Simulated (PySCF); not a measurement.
Structure elucidation problem

The spectra below were simulated for a compound C$_{6}$H$_{11}$ClO$_{2}$.

1H NMR (400 MHz, computed): δ 3.59 (s, 3H), 3.41 (s, 2H), 1.39 (s, 6H).

13C{1H} NMR (computed): δ 191.2 (C), 80.8 (CH2), 61.4 (CH3), 54.2 (C), 25.4 (CH3, 2C).

PySCF 2.14 calculation with coordinates at the GFN2-xTB level and NMR shieldings at PBE0/pcSseg-1/GIAO; a single conformation, non-relativistic Hamiltonian, no solvent, fast rotation and ring inversion assumed for equivalent nuclei.

References, each an isolated molecule treated in the same way: TMS for 1H (σ = 31.72 ppm), 13C (σ = 186.93 ppm).

Task: Which candidate is it?
A. COCC(C)(C)C(=O)Cl
B. CC(=O)O[C@@H](C)[C@@H](C)Cl
C. CO[C@@H](C)[C@@H](C)C(=O)Cl

Result: A. 

The formula gives 1 degree of unsaturation (no ring in the answer). 5 carbon signals for 6 carbons: some carbons are equivalent by symmetry or fast rotation. Carbon types of the structure: 2 × C, 1 × CH2, 3 × CH3, which accounts for all hydrogens. δC 191.2: carbonyl carbon. δC 80.8: sp3 CH2 bonded to O; pulled downfield by the heteroatom. δC 61.4: methyl carbon bonded to O; deshielded by the electronegative neighbour. δH 3.59: hydrogen on a methyl carbon bonded to O; its carbon carries O, hence the downfield position. δH 3.41: hydrogen on an sp3 CH2 bonded to O; its carbon carries O, which withdraws density.

The others: CC(=O)O[C@@H](C)[C@@H](C)Cl would give 6 carbon signals, not 5; CO[C@@H](C)[C@@H](C)C(=O)Cl would give 6 carbon signals, not 5.

Carbons that carry Cl, above all several Cl atoms, come out too deshielded, partly because spin–orbit coupling is missing. Shifts are as computed. Against solution values, carbons near 30 ppm lie about +3 ppm off and those near 130 ppm about +5 ppm; carbons on Cl a further +6 ppm. Of 1211 compounds with measured shifts, 218 miss one by over three times the rms of a fit or turn the order of signals round; such compounds aren't used in these exercises. Multiplicities follow the n + 1 count of equivalent neighbours, as no J values were calculated; m marks all less simple cases, F and P coupling included.
